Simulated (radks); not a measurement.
Ca I, configuration [Ar] 4s1.5 4p0.5 (fractional occupations, a model configuration). Method: Dirac Kohn-Sham, PBE, spin-unpolarised, spherical densities, finite nucleus; open shells are shared between the two j in proportion to 2j + 1; Fermi nuclear charge, rms radius 3.4776 fm; computed with a radial shooting solver on a logarithmic mesh with Libxc functionals. Some entries of the table are withheld. Estimate them.

| orbital | occ. | eigenvalue (hartree) | <r> (bohr) | r(max) (bohr) |
|---|---|---|---|---|
| 1s1/2 | 2 | -145.1431 | 0.07684 | 0.05028 |
| 2s1/2 | 2 | -15.25118 | 0.3642 | 0.3000 |
| 2p1/2 | 2 | -12.41511 | 0.3261 | 0.2453 |
| 2p3/2 | 4 | -12.27962 | 0.3286 | 0.2473 |
| 3s1/2 | 2 | -1.75600 | 1.156 | (1) |
| 3p1/2 | 2 | -1.06385 | 1.264 | 1.044 |
| 3p3/2 | 4 | -1.04973 | 1.272 | 1.050 |
| 4s1/2 | 1.5 | -0.15099 | 3.977 | (2) |
| 4p1/2 | 0.166667 | (3) | (4) | 4.316 |
| 4p3/2 | 0.333333 | (5) | (6) | 4.337 |

Answer. 
(1) 3s1/2 r(max) (bohr): 0.9939
(2) 4s1/2 r(max) (bohr): 3.371
(3) 4p1/2 eigenvalue (hartree): -0.06241
(4) 4p1/2 <r> (bohr): 5.282
(5) 4p3/2 eigenvalue (hartree): -0.06174
(6) 4p3/2 <r> (bohr): 5.308
